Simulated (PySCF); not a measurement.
Dipole moment and polarisability of `[SiH3]P([SiH3])[SiH3]`

Compound: H₉PSi₃.
Geometry (PBE0-D3(BJ)/def2-SVP, Å), atoms numbered from 1 in this order:
```xyz
13
H9PSi3 angstrom
Si    -0.4843    1.8910   -0.0428
P      0.0438   -0.0165   -1.1326
Si     1.8814   -0.5189    0.0821
Si    -1.3940   -1.3766   -0.0222
H      0.5088    2.9380   -0.4293
H     -0.4776    1.7418    1.4462
H     -1.8483    2.3106   -0.4828
H      2.9502    0.4662   -0.2631
H      2.3254   -1.8924   -0.3000
H      1.6444   -0.4781    1.5593
H     -0.6343   -2.3707    0.7975
H     -2.2407   -2.1107   -1.0077
H     -2.2836   -0.5827    0.8813
```

Level: CAM-B3LYP/def2-SVPD (PySCF), static field, nuclei fixed, core orbitals frozen in the response. The polarisability tensor in these axes (au):

```
x   123.17   0.60   0.95
y     0.60 123.22  -0.40
z     0.95  -0.40  97.89
```

Problem. Diagonalise the tensor; give its mean and Δα, where Δα² is half the sum of the squared differences of the eigenvalues.

Solution. Principal values 97.85, 122.63 and 123.80 au; mean 114.76 au = 17.01 Å³ = 18.92 × 10⁻⁴⁰ C²·m²/J; Δα = 25.38 au (22 % of the mean).

Problem. What is the dipole moment, and where does it point?

Solution. (-0.09, -0.06, 0.53) D, 0.54 D in size, pointing from the negative to the positive side. Measured along this direction, the outermost atoms are P2 at the negative end and H6, H13 and H10 at the positive end.

Problem. Find the Langevin capture rate constant for NH4+ (18.034 u) meeting this molecule (123.975 u), k = 2.342 × 10⁻⁹ cm³/s × √(α in Å³ / reduced mass in u).

Solution. The reduced mass is 15.74 u, so k = 2.43 × 10⁻⁹ cm³/s. The formula leaves out the permanent dipole, which adds to the capture rate.

Problem. How large is μ²/3kT at 400 K beside α?

Solution. In Gaussian units μ²/3kT = 1.79 Å³ against 17.01 Å³, a ratio of 0.11; the Debye molar polarisation (4π/3)N_A(α + μ²/3kT) is 47.4 cm³/mol, leaving out the vibrational part.

Problem. What would n − 1 = 2πNα be for an ideal gas of these molecules at 298.15 K and 1 atm, electronic part alone?

Solution. N = p/kT = 2.4615 × 10¹⁹ cm⁻³, so n − 1 = 2π × N × 17.01 × 10⁻²⁴ cm³ = 2630 × 10⁻⁶ at long wavelengths.

Problem. Rayleigh depolarisation ratio (linearly polarised light, static tensor)?

Solution. ρ = 3Δα²/(45ᾱ² + 4Δα²) = 1932.9/(592642 + 2577.2) = 0.00325.

Problem. Give the principal axes and the span of the nuclei along them.

Solution. Largest value along (0.70, 0.71, 0.01), where the nuclei span 5.54 Å; middle along (0.71, -0.70, 0.04), 5.93 Å; least along (-0.04, 0.02, 1.00), 2.63 Å. The strongest response doesn't lie along the longest of the three spans.

Isolated species at its PBE0-D3(BJ)/def2-SVP geometry, gas phase.
